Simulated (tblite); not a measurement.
Compound: C₇H₁₁BSi.
Numbering: `[CH:1]#[C:2][SiH2:3][B:4]([CH:5]=[CH2:6])[CH2:7][CH:8]=[CH2:9]` (hydrogens: H10 on C1; H11, H12 on Si3; H13 on C5; H14, H15 on C6; H16, H17 on C7; H18 on C8; H19, H20 on C9)

Computed with GFN2-xTB (tblite), gas phase: L-BFGS steps from a force-field or distance-geometry start until the largest atomic force falls under 0.01 eV/Å.

Step 41: E = -636.0763 eV
```
atom  x, y, z in Å  |  force x, y, z in eV/Å
C1     -2.8218   -2.1919    1.2025    0.018   0.018   0.000
C2     -2.4199   -1.4911    0.3114    0.007  -0.007   0.010
Si3    -1.7906   -0.3975   -1.0562   -0.014  -0.031   0.012
B4     -0.2369    0.6647   -0.4808    0.009  -0.006  -0.008
C5     -0.3859    1.5952    0.7520    0.023  -0.005   0.023
C6      0.5810    2.3526    1.2701   -0.001   0.074  -0.020
C7      1.1737    0.5373   -1.2059    0.014  -0.043   0.009
C8      1.9835   -0.2703   -0.2257    0.030  -0.018  -0.030
C9      1.8671   -1.5773   -0.0576   -0.015  -0.004   0.008
H10    -3.1779   -2.8057    1.9813    0.011   0.014  -0.025
H11    -2.9621    0.4374   -1.4066   -0.001  -0.007  -0.016
H12    -1.5986   -1.3189   -2.1961    0.017   0.008   0.006
H13    -1.3423    1.6217    1.2678   -0.011  -0.009  -0.011
H14     0.4411    2.9618    2.1494   -0.008   0.018   0.039
H15     1.5593    2.4073    0.8221    0.035   0.003   0.007
H16     1.1167   -0.0039   -2.1523   -0.011   0.012  -0.007
H17     1.6819    1.4847   -1.3961   -0.046  -0.027   0.028
H18     2.6850    0.2837    0.3868   -0.060  -0.017   0.002
H19     1.1737   -2.1711   -0.6322    0.030   0.030   0.002
H20     2.4680   -2.1080    0.6629   -0.027  -0.003  -0.029
```

Step 42: E = -636.0772 eV
```
atom  x, y, z in Å  |  force x, y, z in eV/Å
C1     -2.8204   -2.1936    1.2041    0.019   0.021  -0.005
C2     -2.4182   -1.4968    0.3101    0.008   0.001   0.018
Si3    -1.7862   -0.4012   -1.0540   -0.047  -0.001  -0.006
B4     -0.2339    0.6641   -0.4802   -0.029  -0.001   0.015
C5     -0.3825    1.5966    0.7518    0.019  -0.009   0.036
C6      0.5837    2.3548    1.2704   -0.003   0.088  -0.031
C7      1.1735    0.5377   -1.2071    0.011  -0.037   0.009
C8      1.9767   -0.2694   -0.2220    0.051  -0.037  -0.042
C9      1.8628   -1.5779   -0.0614   -0.015   0.003   0.011
H10    -3.1772   -2.8045    1.9844    0.007   0.004  -0.017
H11    -2.9576    0.4373   -1.4076    0.029  -0.031  -0.002
H12    -1.5958   -1.3210   -2.1951    0.022   0.006   0.003
H13    -1.3385    1.6219    1.2692   -0.004  -0.011  -0.019
H14     0.4423    2.9650    2.1494   -0.004   0.005   0.028
H15     1.5615    2.4132    0.8209    0.025  -0.002   0.015
H16     1.1171   -0.0044   -2.1521   -0.010   0.000  -0.024
H17     1.6810    1.4843   -1.3974   -0.021  -0.005   0.026
H18     2.6721    0.2850    0.3970   -0.066  -0.023   0.006
H19     1.1760   -2.1705   -0.6456    0.038   0.035   0.012
H20     2.4587   -2.1099    0.6622   -0.030  -0.006  -0.031
```

Step 43: E = -636.0784 eV
```
atom  x, y, z in Å  |  force x, y, z in eV/Å
C1     -2.8185   -2.1956    1.2066    0.017   0.019  -0.004
C2     -2.4150   -1.5038    0.3096    0.009   0.015   0.019
Si3    -1.7812   -0.4063   -1.0509   -0.065   0.037  -0.027
B4     -0.2304    0.6634   -0.4801   -0.062   0.002   0.042
C5     -0.3774    1.5979    0.7515    0.013  -0.007   0.041
C6      0.5875    2.3587    1.2695   -0.008   0.086  -0.036
C7      1.1739    0.5381   -1.2089   -0.001  -0.021   0.003
C8      1.9681   -0.2685   -0.2179    0.057  -0.046  -0.050
C9      1.8562   -1.5782   -0.0663   -0.007   0.004   0.011
H10    -3.1770   -2.8033    1.9880    0.000  -0.011  -0.002
H11    -2.9515    0.4362   -1.4080    0.050  -0.052   0.010
H12    -1.5921   -1.3244   -2.1931    0.027   0.001  -0.002
H13    -1.3332    1.6214    1.2703    0.008  -0.011  -0.023
H14     0.4447    2.9683    2.1496    0.001  -0.006   0.007
H15     1.5651    2.4209    0.8186    0.008  -0.004   0.024
H16     1.1191   -0.0040   -2.1530   -0.009  -0.014  -0.041
H17     1.6799    1.4844   -1.3981    0.012   0.020   0.023
H18     2.6519    0.2866    0.4127   -0.059  -0.024   0.013
H19     1.1804   -2.1690   -0.6646    0.033   0.029   0.014
H20     2.4444   -2.1122    0.6616   -0.024  -0.017  -0.021
```

Step 44: E = -636.0797 eV
```
atom  x, y, z in Å  |  force x, y, z in eV/Å
C1     -2.8161   -2.1983    1.2101    0.012   0.013  -0.001
C2     -2.4098   -1.5118    0.3106    0.009   0.030   0.019
Si3    -1.7757   -0.4126   -1.0470   -0.056   0.063  -0.042
B4     -0.2268    0.6628   -0.4806   -0.070   0.001   0.059
C5     -0.3704    1.5992    0.7511    0.003   0.000   0.035
C6      0.5927    2.3647    1.2666   -0.014   0.062  -0.031
C7      1.1751    0.5393   -1.2118   -0.015   0.003  -0.007
C8      1.9574   -0.2673   -0.2133    0.052  -0.032  -0.044
C9      1.8472   -1.5781   -0.0724    0.002  -0.009   0.002
H10    -3.1777   -2.8028    1.9918   -0.004  -0.024   0.012
H11    -2.9436    0.4330   -1.4065    0.048  -0.060   0.015
H12    -1.5878   -1.3296   -2.1898    0.031  -0.003  -0.008
H13    -1.3258    1.6198    1.2711    0.017  -0.008  -0.017
H14     0.4493    2.9707    2.1497    0.005  -0.010  -0.017
H15     1.5699    2.4302    0.8141   -0.011   0.000   0.032
H16     1.1234   -0.0021   -2.1559   -0.010  -0.024  -0.047
H17     1.6799    1.4858   -1.3978    0.040   0.037   0.019
H18     2.6228    0.2887    0.4359   -0.051  -0.030   0.008
H19     1.1874   -2.1662   -0.6906    0.028   0.021   0.018
H20     2.4236   -2.1148    0.6618   -0.015  -0.033  -0.006
```

Q: Estimate the geometry and energy of step 45. (The exact step hangs on the optimiser's Hessian estimate; all steps are aligned on step 44, rigid shifts and turns removed.)

A: E = -636.0810 eV, largest force 0.072 eV/Å
```
atom  x, y, z in Å  |  force x, y, z in eV/Å
C1     -2.8133   -2.1998    1.2131    0.003   0.002   0.010
C2     -2.4058   -1.5184    0.3106    0.010   0.048   0.012
Si3    -1.7717   -0.4167   -1.0446   -0.025   0.056  -0.037
B4     -0.2251    0.6620   -0.4785   -0.046  -0.001   0.051
C5     -0.3647    1.6006    0.7524   -0.004   0.008   0.017
C6      0.5958    2.3722    1.2643   -0.020   0.021  -0.018
C7      1.1750    0.5390   -1.2136   -0.029   0.026  -0.022
C8      1.9503   -0.2677   -0.2112    0.015  -0.014  -0.040
C9      1.8400   -1.5787   -0.0775    0.027  -0.015   0.003
H10    -3.1772   -2.8018    1.9955   -0.003  -0.029   0.016
H11    -2.9348    0.4306   -1.4066    0.015  -0.047   0.010
H12    -1.5813   -1.3326   -2.1876    0.032  -0.004  -0.010
H13    -1.3203    1.6189    1.2717    0.013  -0.001   0.003
H14     0.4520    2.9744    2.1500    0.005   0.000  -0.032
H15     1.5734    2.4383    0.8124   -0.018   0.008   0.028
H16     1.1245   -0.0025   -2.1579   -0.013  -0.019  -0.038
H17     1.6789    1.4859   -1.3978    0.055   0.039   0.015
H18     2.5983    0.2888    0.4528   -0.015  -0.015   0.022
H19     1.1937   -2.1631   -0.7105   -0.005  -0.014  -0.009
H20     2.4071   -2.1187    0.6601    0.002  -0.048   0.020
```

The energy changes by -0.0012 eV. The first-order estimate −F·Δx gives -0.0018 eV and the mean of the old and new forces, exact on a quadratic surface, -0.0012 eV. The step makes an angle of 81° with the force vector and moves no atom by more than 0.030 Å.

What follows is the cost of the whole relaxation. On one thread of an AMD EPYC 9B45, shared host, this took 1.0 s.
